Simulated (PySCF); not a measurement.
Gas-phase reaction: WOF4 + F2O ⇌ WF6 + 2 O, at 600 K and a standard pressure of 1 bar. Level: ωB97X-V/def2-TZVP†.

Energies from PySCF, thermal terms from the rigid-rotor harmonic-oscillator model, ideal gas at 1 bar. † marks an energy on the PBE0/def2-TZVP geometry and frequencies. Open shells (unrestricted): O (multiplicity 3, electronic degeneracy 9); the rest are closed-shell singlets. Spin-orbit splitting is ignored; it lowers the true energy and changes the entropy of O. W: scalar-relativistic def2 core potential, no spin-orbit coupling. The harmonic model lacks anharmonicity and excited electronic states, which grow with temperature; levels with a mode under 35 cm⁻¹ are left out. Soft modes under 120 cm⁻¹ make the harmonic entropy rough for WOF4.

```csv
species,E (Ha),H(600 K) − E (kJ/mol),S°(600 K) (J/mol/K)
WOF4,-541.97573,88.1,419.3
F2O,-274.68977,40.0,278.4
WF6,-666.47693,103.1,447.0
O,-75.06844,12.5,176.2
```
E: electronic energy; H − E holds the zero-point and thermal terms. 1 Ha = 2625.5 kJ/mol.

Q: Work out ΔH°, ΔS°, ΔG° and log10 K from these numbers.

A: 1. ΔE = 1×(-666.47693) + 2×(-75.06844) − 1×(-541.97573) − 1×(-274.68977) = 0.05169 Ha = 135.7 kJ.
2. Δ(H − E) = 1×(103.1) + 2×(12.5) − 1×(88.1) − 1×(40.0) = 0.0 kJ, so ΔH° = 135.7 kJ.
3. ΔS° = 1×(447.0) + 2×(176.2) − 1×(419.3) − 1×(278.4) = 101.7 J/K; the number of gas molecules changes by +1.
4. ΔG° = ΔH° − TΔS° = 135.7 − 600×(101.7)/1000 = 74.7 kJ.
5. log10 K = −ΔG°/(RT ln 10) = -6.50, with RT ln 10 = 11.49 kJ/mol; at standard pressures the reactants are favoured.
6. A shift of 10 kJ in ΔE would move log10 K by 0.87 here.
For scale, ΔH°(298 K) is 130 kJ at this level, 126 kJ at ωB97M-V/def2-TZVP†, and runs from -375 to 566 kJ over the 17 levels computed.
